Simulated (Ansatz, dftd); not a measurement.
System: SnOH3, charge 0, doublet. SnOH3 (SMILES [O][SnH3], doublet).
B3LYP-D3(BJ)/def2-TZVP minimum from Ansatz (an electronic-structure program):
```
Sn
O 1 2.0065
H 1 1.7074 2 102.69
H 1 1.7085 3 112.81 2 115.72
H 1 1.7085 3 112.81 4 128.56
```
Charge 0, spin multiplicity 2.

Wanted: atomisation energy (electronic, to ground-state atoms), in kcal/mol. Open shells are spin-unrestricted; no spin-orbit coupling. Cores are frozen in correlated methods (noble-gas shells, and filled d and f shells in the p block). Past Kr the def2 sets carry scalar-relativistic core potentials. CBS(X,Y): correlation extrapolated as X^-3, Hartree-Fock from the larger set. A bracket is a step between two methods taken in the basis named. Where a partner has so few electrons that a lower coupled-cluster level is exact, that level stands in. Spin-orbit terms, left out, reach several kcal/mol for Br and I, and more for heavier atoms.

```json
[
 {"level": "HF/def2-SVP", "program": "Ansatz", "atomisation energy (kcal/mol)": "165.0", "difference against the last row": "-96.0"},
 {"level": "CAM-B3LYP/def2-TZVPD", "program": "Ansatz", "atomisation energy (kcal/mol)": "261.0", "difference against the last row": "0.0"},
 {"level": "wB97X-V/def2-TZVPD", "program": "Ansatz", "atomisation energy (kcal/mol)": "264.3", "difference against the last row": "3.3"},
 {"level": "B2GP-PLYP-D4/def2-TZVPD", "program": "Ansatz + dftd4", "atomisation energy (kcal/mol)": "252.1", "difference against the last row": "-8.9"},
 {"level": "MP2/def2-QZVPP", "program": "Ansatz", "atomisation energy (kcal/mol)": "252.1", "difference against the last row": "-8.9"},
 {"level": "CCSD(T)/def2-SVP", "program": "Ansatz", "atomisation energy (kcal/mol)": "230.9", "difference against the last row": "-30.1"},
 {"level": "CCSD(T)/def2-QZVPP", "program": "Ansatz", "atomisation energy (kcal/mol)": "257.3", "difference against the last row": "-3.7"},
 {"level": "CCSDT(Q)/def2-SVP", "program": "Ansatz", "atomisation energy (kcal/mol)": "231.5", "difference against the last row": "-29.5"},
 {"level": "CCSDT(Q)/def2-TZVPP", "program": "Ansatz", "atomisation energy (kcal/mol)": "252.1", "difference against the last row": "-8.9"},
 {"level": "CCSD(T)/CBS(def2-TZVPP,def2-QZVPP) + [CCSDT(Q) - CCSD(T)]/def2-SVP", "program": "Ansatz", "atomisation energy (kcal/mol)": "261.2", "difference against the last row": "0.2"},
 {"level": "CCSD(T)/CBS(def2-TZVPP,def2-QZVPP) + [CCSDT(Q) - CCSD(T)]/def2-TZVPP", "program": "Ansatz", "atomisation energy (kcal/mol)": "261.0", "difference against the last row": "0.0"}
]
```
